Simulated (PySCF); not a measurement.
C₅H₇NS.
Bonds: N1–C2 (triple), C2–C3, C3–C4, C4–C5, C5–S6, S6–C7, C4–C7. Hydrogens: H8, H9 on C3; H10 on C4; H11, H12 on C5; H13, H14 on C7.

Torsions of this conformer, `[N:1]#[C:2][CH2:3][CH:4]1[CH2:5][S:6][CH2:7]1`: C2–C3–C4–C5 67°.

The closed-shell ground state was solved at several levels (PySCF, density fitting, gas phase, non-relativistic). One conformer (not necessarily the lowest) at the GFN2-xTB geometry, without solvent, vibrations or thermal averaging.

```json
{"level": "PBE0/pcSseg-1", "basis functions": "161", "HOMO (eV)": "-6.68", "LUMO (eV)": "-0.08", "gap (eV)": "6.60", "dipole (D)": "3.09"}
{"level": "PBE0/def2-SVPD", "basis functions": "203", "HOMO (eV)": "-6.70", "LUMO (eV)": "-0.33", "gap (eV)": "6.37", "dipole (D)": "3.14"}
```

Question: What might wB97X-D/def2-SVPD (203 basis functions) give for the same quantities?

Answer: HOMO -8.57 eV, LUMO 1.37 eV, gap 9.94 eV, dipole 3.17 D.

Question: Over all these levels, which gives the widest orbital gap and which the narrowest?

Answer: wB97X-D/def2-SVPD (range-separated hybrid) has the widest, 9.94 eV, and PBE0/def2-SVPD (global hybrid, 25 % exact exchange) the narrowest, 6.37 eV. The two share the basis. From the narrowest to the widest the HOMO moves by -1.87 eV and the LUMO by +1.70 eV.

Question: How far do the dipole and the HOMO energy spread over the levels?

Answer: The dipole runs from 3.09 to 3.17 D (mean 3.14 D) and the HOMO from -8.57 to -6.68 eV.
